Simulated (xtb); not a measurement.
C₄H₄O₂, SMILES Oc1ccco1. All values are semi-empirical tight-binding results from xtb (GFN2-xTB unless named), good for trends rather than for accurate numbers. Coordinates come from a GFN2-xTB optimisation. The values are those of a single conformer.

Optimised geometry:

```xyz
10

O      0.1319     2.0066     0.0000
C     -0.0330     0.6656     0.0000
C     -1.1489    -0.1164     0.0000
C     -0.6686    -1.4533     0.0000
C      0.6844    -1.3702     0.0000
O      1.0809    -0.0739     0.0000
H     -0.7325     2.4315     0.0000
H     -2.1693     0.2079     0.0000
H     -1.2611    -2.3447     0.0000
H      1.4571    -2.1110     0.0000
```
Charge 0, spin multiplicity 1.

The point group as xtb finds it is Cs and the orbital gap is 4.70 eV. The dipole moment is 2.06 D, the zero-point energy is 45.2 kcal/mol and the G − E(el) at 298.15 K (modified RRHO) is 27.6 kcal/mol. The static polarisability (D4 model) is 54.6 bohr³ and the solvation energy, GFN2-xTB/ALPB(water) comes out as -5.2 kcal/mol. The solvation energy, GFN2-xTB/ALPB(hexane) is -3.6 kcal/mol.

Computed IR lines (harmonic; lines under 4 % of the strongest left out, lines within 3 cm⁻¹ merged):
ν (cm⁻¹): 288 (w), 313 (s), 629 (w), 660 (w), 742 (w), 965 (w), 1039 (w), 1083 (m), 1124 (w), 1159 (s), 1201 (w), 1294 (w), 1394 (m), 1527 (s), 1614 (vs), 3183 (w), 3195 (w), 3553 (m) (against the strongest line: vs over 80 %, s over 45 %, m over 15 %, w over 4 %, vw less)

Computed atomic charges and the Wiberg bond orders between heavy atoms:
charges (e) O1 -0.38, C2 0.25, C3 -0.12, C4 -0.06, C5 0.05, O6 -0.19, H7 0.32, H8 0.03, H9 0.04, H10 0.05. Bond orders O1–C2 1.07, C2–C3 1.53, C3–C4 1.27, C4–C5 1.64, C2–O6 1.13, C5–O6 1.09.
